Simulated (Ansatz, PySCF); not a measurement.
F₆Se, SMILES F[Se](F)(F)(F)(F)F.

The structure is a stationary point at ωB97X-D3(BJ)/def2-SVP.

Vertical ionisation energy (IE) and electron affinity (EA) in eV. Rows of orbital energies are one-electron estimates. Where ΔSCF, EOM or ADC give a negative EA the extra electron is unbound and the value depends on the basis.

```csv
level,IE,EA
"−ε(HOMO), −ε(LUMO), B3LYP/def2-TZVP (PySCF)",…,…
"ΔSCF, CAM-B3LYP/def2-SVPD (Ansatz), final states of multiplicity 2 and 2",15.80,2.07
```

**Question.** Complete the blanks. (Estimate from the structure and the level; the computed values follow.)

**Answer.** 
- −ε(HOMO), −ε(LUMO), B3LYP/def2-TZVP (PySCF), IE: 12.40
- −ε(HOMO), −ε(LUMO), B3LYP/def2-TZVP (PySCF), EA: 4.25

**Question.** What vertical singlet–triplet gap does ΔSCF give with CAM-B3LYP/def2-SVPD (Ansatz, a first-principles code)? (The exact figures need the calculation; the answer reports its results.)

**Answer.** 6.77 eV (triplet above singlet where positive).
